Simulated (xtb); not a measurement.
C₂F₆, SMILES FC(F)(C(F)(F)F)F. All values are semi-empirical tight-binding results from xtb (GFN2-xTB unless named), good for trends rather than for accurate numbers. The structure is a stationary point at GFN2-xTB.

```json
{
  "point_group_as_xtb_finds_it": "D3d",
  "orbital_gap": "12.91 eV",
  "dipole_moment": "0.00 D",
  "zero_point_energy": "16.5 kcal/mol",
  "G − E(el) at 298.15 K (modified RRHO)": "-2.6 kcal/mol",
  "static polarisability (D4 model)": "36.6 bohr³",
  "solvation energy, GFN2-xTB/ALPB(water)": "2.3 kcal/mol",
  "solvation energy, GFN2-xTB/ALPB(ch2cl2)": "0.1 kcal/mol"
}
```

Computed IR lines (harmonic; lines under 4 % of the strongest left out, lines within 3 cm⁻¹ merged):
ν (cm⁻¹): 456 (w), 619 (w), 1041 (m), 1137 (vs) (against the strongest line: vs over 80 %, s over 45 %, m over 15 %, w over 4 %, vw less)
